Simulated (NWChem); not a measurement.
Species: phosphoric acid (H3PO4); SMILES O=P(O)(O)O

```xyz
8

O     -0.5183     1.3413     0.5938
P      0.0000     0.0000    -0.1182
O      0.0000     0.0000    -1.5938
O      1.4207    -0.2218     0.5938
O     -0.9025    -1.1195     0.5938
H     -1.2401     1.7395     0.0907
H      2.1265     0.2042     0.0907
H     -0.8864    -1.9437     0.0907
```
Atoms are numbered in this order, from 1.

All runs: NWChem. Pople sets run with spherical d functions. Structure relaxed at the PBE0/def2-SVP level. Total energies compare along this basis series because the functional is fixed.

| level | basis functions | energy (Ha) | highest occupied level (eV) | orbital gap (eV) | dipole (D) |
|---|---|---|---|---|---|
| PBE/STO-3G | 32 | -635.3663 | [?] | 6.44 | [?] |
| PBE/3-21G | 55 | -640.1444 | -6.43 | 6.54 | 0.63 |
| PBE/6-31G* | 80 | -643.6414 | -6.75 | 6.79 | 0.07 |
| PBE/6-31+G* | 100 | -643.6673 | -7.31 | 6.04 | 0.13 |
| PBE/6-311G** | 116 | -643.7865 | -7.09 | 6.46 | 0.08 |
| PBE/6-311++G** | 139 | -643.8000 | -7.38 | 6.01 | 0.17 |

### Question
Some entries are withheld; supply them.

### Answer

- PBE/STO-3G, highest occupied level (eV): -1.52
- PBE/STO-3G, dipole (D): 0.47
